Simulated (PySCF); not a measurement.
Se(F)(Me) (CH3FSe), SMILES F[Se]C. Heavy atoms are numbered as in [Se:1]([F:2])[CH3:3]. Hydrogens are named by the atom that carries them.

Geometry optimised at PBE0-D3(BJ)/def2-TZVP.

Level of theory: PBE0/pcSseg-2 run with PySCF.

GIAO shieldings, no solvent; atoms alike by connectivity are averaged. δ = σ(ref) − σ: ⁷⁷Se against Me2Se (σ = 1739.2 ppm); ¹⁹F against CFCl3 (σ = 165.8 ppm); ¹³C against TMS (σ = 186.1 ppm); ¹H against TMS (σ = 31.54 ppm), references at their B3LYP-D3(BJ)/def2-TZVP geometries, non-relativistic.

```tsv
nucleus	atoms	count	δ (ppm)
⁷⁷Se	Se1	1	2030.0
¹⁹F	F2	1	-459.6
¹³C	C3 (CH3)	1	31.9
¹H	H on C3	3	3.26
```
